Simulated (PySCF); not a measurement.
## Radial density of Mg (magnesium, neutral)

LDA, [Ne] 3s2, closed-shell 1S. All numbers are calculated (PySCF 2.14, scalar relativity by spin-free X2C-1e, in jorge-DZP-DKH).

| r (bohr) | 4πr²ρ (e/bohr) |
| --- | --- |
| 0.00263 | 0.09796 |
| 0.00443 | 0.2621 |
| 0.00744 | 0.6685 |
| 0.0125 | 1.643 |
| 0.0211 | 3.737 |
| 0.0354 | 7.448 |
| 0.0596 | 11.82 |
| 0.100 | 13.04 |
| 0.169 | 9.082 |
| 0.284 | 7.781 |
| 0.477 | 11.02 |
| 0.802 | 7.316 |
| 1.35 | 1.636 |
| 2.27 | 0.7299 |
| 3.82 | 0.4465 |
| 6.42 | 0.03952 |
| 10.8 | 0.0001442 |

Densities and radii are taken from the X2C orbitals without a picture-change correction, which distorts them close to the nucleus.
